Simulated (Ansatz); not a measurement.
Input file for Ansatz (a program for electronic structure): R-wB97M-V/def2-TZVPP on H4OSiSn (SMILES [OH][Sn][SiH3]), a point of a torsion scan. Elements past Kr take the def2 small-core potentials; no spin–orbit coupling.

Ansatz 0.2 input:
```yaml
crystal:
  periodic: [false, false, false]
  atoms:
    - {symbol: O, position_ang: [2.46968212, -0.17053600, -0.36928354]}
    - {symbol: Sn, position_ang: [0.75635077, -1.11465926, 0.15013625]}
    - {symbol: Si, position_ang: [1.35919277, -1.36431287, 2.70711810]}
    - {symbol: H, position_ang: [2.90656370, 0.63687764, -0.12062879]}
    - {symbol: H, position_ang: [1.83362666, -0.12863046, 3.37544057]}
    - {symbol: H, position_ang: [0.36631614, -1.86734277, 3.68204938]}
    - {symbol: H, position_ang: [2.49153174, -2.29679488, 2.91898556]}
basis:
  gaussian:
    orbitals: def2-TZVPP
hamiltonian:
  xc: {name: wB97M-V}
scf: {lower_state_search: off}
```

Output:

```
WARN ansatz: RAYON_NUM_THREADS=1 ignored (pool sized by the plan → 1); use --threads N
Functional definition: wB97M-V
these checks for a lower state are left out or cut short: stability, starts, cluster_reference, orbital_swaps, neighbouring_geometries, increment
integrals: 0.13 GiB planned
1110 factors; their error is unknown
integrals: 0.16 GiB planned
247 factors; integrals over basis functions are off by at most 2.9e-5 eV
mean field: 0.99 GiB planned
mean field evaluation 1: about -15814.0321 eV, gradient 5.5e1 eV
mean field evaluation 2: about -15803.9755 eV, gradient 9.2e1 eV
mean field evaluation 4: about -15819.6489 eV, gradient 1.8e0 eV
mean field evaluation 8: about -15819.6648 eV, gradient 6.2e-2 eV
mean field evaluation 16: about -15819.7164 eV, gradient 2.6e-4 eV
mean field -15819.71635016 eV, -581.3638528794 hartree, gradient 3.5e-6 eV, S^2 0.000000; 0 other end points of the search recorded, 0 dependent functions left out
reference -15819.71640470 eV, -581.3638548837 hartree; 24, 24 occupied and 155, 155 virtual orbitals, 1110 factors
Total energy: -15819.71640470 eV, -581.3638548837 hartree
Checks for a lower state left out: stability, starts, cluster_reference, orbital_swaps, neighbouring_geometries, increment
```

The calculation finished and met its thresholds.

Cost: about 7 core-seconds (a rough figure).
